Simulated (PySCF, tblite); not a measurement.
Species: C10H14.
Atom-mapped SMILES: `[CH:1]#[C:2]/[C:3]([CH2:4][CH3:5])=[C:6](\[CH3:7])[CH2:8][CH:9]=[CH2:10]` (hydrogens: H11 on C1; H12, H13 on C4; H14, H15, H16 on C5; H17, H18, H19 on C7; H20, H21 on C8; H22 on C9; H23, H24 on C10)

Structure optimised with GFN2-xTB, isolated species.

Q: Give the optimised bond lengths and angles.

A: 
```csv
bond,length (Å),order
C1≡C2,1.201,triple
C2–C3,1.417,single
C3–C4,1.510,single
C4–C5,1.529,single
C3=C6,1.340,double
C6–C7,1.498,single
C6–C8,1.508,single
C8–C9,1.501,single
C9=C10,1.319,double
C1–H11,1.049,single
"C4–H12, C4–H13",1.092,single
"C5–H14, C5–H15, C5–H16",1.088,single
"C7–H17, C7–H18, C7–H19",1.089,single
"C8–H20, C8–H21",1.092,single
C9–H22,1.083,single
C10–H23,1.078,single
C10–H24,1.077,single
```

Bonds in one row agree within 0.01 Å and their mean is given. Orders are formal, as drawn. A selection of angles:
```csv
angle,degrees
C2–C1–H11,178.5
C1–C2–C3,176.4
C2–C3–C4,113.6
C2–C3–C6,121.0
C4–C3–C6,125.4
C3–C4–C5,110.5
C3–C4–H12,108.6
C3–C4–H13,110.8
C5–C4–H12,109.0
H12–C4–H13,107.8
C4–C5–H14,110.1
C4–C5–H15,110.6
H14–C5–H15,108.6
H14–C5–H16,108.3
C3–C6–C7,122.3
C3–C6–C8,123.7
C7–C6–C8,114.0
C6–C7–H17,109.8
C6–C7–H19,111.3
H17–C7–H18,107.7
H17–C7–H19,109.3
C6–C8–C9,109.7
C6–C8–H20,109.2
C6–C8–H21,111.0
C9–C8–H20,109.5
H20–C8–H21,108.2
C8–C9–C10,124.4
C8–C9–H22,115.1
C10–C9–H22,120.4
C9–C10–H23,121.8
C9–C10–H24,122.1
H23–C10–H24,116.1
```

Torsions: C2–C3–C4–C5 84° (synclinal); C2–C3–C6–C7 2° (synperiplanar); C3–C6–C8–C9 -95° (anticlinal); C6–C8–C9–C10 -117° (anticlinal). The mirror-image conformer, all signs reversed, is as good.

Of the pairs four or more bonds apart, C2···H19 is among the closest relative to their van der Waals radii: 2.42 Å, 84 % of the sum of Bondi's values. The 9 C–C bonds span 1.201 Å (C1≡C2, drawn triple) to 1.529 Å (C4–C5, drawn single), a spread of 0.328 Å.

Point group: C1 (no symmetry element, even within 0.4 Å). Its GFN2-xTB frequencies are all real (lowest 39 cm⁻¹). The numbers are those of one conformer.

These are computed values.
